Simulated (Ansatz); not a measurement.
Reaction: H3BSO (SMILES OBS) → H2BSO (SMILES OB[S], doublet) + H (doublet) (the H-S bond breaks)
Each species at its own B3LYP-D3(BJ)/def2-TZVP minimum (Ansatz, a program for electronic structure), one conformer.

Wanted: bond dissociation energy (electronic), in kcal/mol. UHF or UKS for unpaired electrons; spin-orbit terms are left out. CBS(X,Y): correlation extrapolated as X^-3, Hartree-Fock from the larger set. A bracket is a step between two methods taken in the basis named. The functionals are non-relativistic, so their misses hold any scalar relativity. Double hybrids freeze cores in their MP2 part. '+ core + X2C': CCSD(T) terms for core correlation (cc-pwCVTZ, 1s frozen past Ne) and scalar relativity (cc-pVTZ-DK). For partners of very few electrons the exact lower level stands in for a higher one.

CCSD(T)/CBS(cc-pV(T+d)Z,cc-pV(Q+d)Z) + [CCSDT(Q) - CCSD(T)]/cc-pV(D+d)Z + core + X2C (Ansatz) gives 93.4 kcal/mol.

Problem. What does PBE/def2-TZVPD (Ansatz) give here, and how do the other levels compare?

Solution. PBE gives 89.3 kcal/mol, 4.1 kcal/mol below it. Differences of the others: B3LYP/def2-TZVPD (Ansatz) -3.5; wB97M-V/def2-TZVPD (Ansatz) -0.9; B2PLYP/def2-TZVPD (Ansatz) -3.6; CCSD(T)/CBS(cc-pV(T+d)Z,cc-pV(Q+d)Z) + core + X2C (Ansatz) 0.0 kcal/mol. Nearer than PBE: B3LYP/def2-TZVPD, wB97M-V/def2-TZVPD, B2PLYP/def2-TZVPD, CCSD(T)/CBS(cc-pV(T+d)Z,cc-pV(Q+d)Z) + core + X2C.
